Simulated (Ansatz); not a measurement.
Consider the formal hydrolysis of a C–Br bond: `CCC(C)Br` + H₂O → `CCC(C)O` + HBr.

Computed with Ansatz on PBE0-D4/def2-TZVP structures; ΔE is electronic, products minus reactants. CBS: MP2 limit from def2 TZ/QZ plus the TZ coupled-cluster correction, frozen cores. This one scheme is used for every species. Functionals use def2-TZVPP. For Br outer-core shells are correlated without core-valence functions, which leaves a few kJ/mol of doubt a bond. Scalar relativity is left out up to krypton. Each species was taken in one conformer, which may not be the lowest.

```
   species  BHLYP-D4 energy (Eh)
`CCC(C)Br`           -2731.96980
       H₂O             -76.42330
 `CCC(C)O`            -233.63315
       HBr           -2574.74895
```

(1) Work out ΔE.

Largest T1 diagnostic among the species: 0.009.

## Answers

(1) ΔE = (-233.63315) + (-2574.74895) − (-2731.96980) − (-76.42330) = 0.01100 Eh = +0.30 eV. CCSD(T)/CBS gives +0.40 eV.

Leaving LDA and LC-ωPBE aside and taking each functional with its dispersion term where it has one, the values, not all of them listed here, spread over 0.11 eV, from CAM-B3LYP-D4 to PBE-QIDH. LDA lies −0.06 eV from PBE without D4. In def2-TZVPP, CCSD(T) changes the Hartree–Fock value by +0.15 eV (the triples alone add +0.03 eV) and MP2 by +0.26 eV.
